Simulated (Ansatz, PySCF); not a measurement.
Species: sum formula H2BO, net charge 0, doublet state. It need not be the lowest isomer of its formula. 
Geometry from a B3LYP-D3(BJ)/def2-TZVP (Ansatz, an electronic-structure program) optimisation:
```xyz
4

B      0.4880    -0.0662    -0.3457
O     -0.5508     0.0747     0.3902
H      1.1612    -1.0678    -0.2660
H      0.8049     0.8010    -1.1269
```
Charge 0, spin multiplicity 2.

Total electronic energies in hartree. Valence correlation only, unless marked. UHF or UKS for open shells. Spin-orbit coupling is left out. No relativistic terms. Basis-set limits of correlation are two-point, X^-3; Hartree-Fock from the larger set. The bracket is a focal-point correction in the basis named.

| level | program | energy (Eh) |
|---|---|---|
| HF/STO-3G | Ansatz | -99.38566 |
| HF/6-31G | Ansatz | -100.65786 |
| revPBE/def2-TZVPD | Ansatz | -101.25734 |
| BP86-D3(BJ)/def2-TZVPD | PySCF + dftd3 | -101.28594 |
| B3LYP/def2-TZVPD | PySCF | -101.29464 |
| r2SCAN0-D4/def2-TZVPD | Ansatz + dftd4 | -101.21554 |
| PW6B95/def2-TZVPD | PySCF | -101.40450 |
| MP2/CBS(aug-cc-pVTZ,aug-cc-pVQZ) | Ansatz | -101.0850 |
| MP2/CBS(def2-TZVPP,def2-QZVPP) | Ansatz | -101.0843 |
| RI-MP2/def2-QZVPPD | Ansatz | -101.06699 |
| SCS-MP2/def2-SVP | Ansatz | -100.85356 |
| SCS-MP2/cc-pVQZ | Ansatz | -101.07155 |
| CCSD(T) with core electrons/cc-pwCVTZ | Ansatz | -101.18255 |
| RI-MP2/CBS(aug-cc-pVTZ,aug-cc-pVQZ)+[CCSD(T)-MP2]/aug-cc-pVTZ | Ansatz | -101.1267 |
| CCSD(T)/CBS(aug-cc-pVTZ,aug-cc-pVQZ) | Ansatz | -101.1229 |

Totals of different functionals don't rank their quality; only differences between species are comparable.
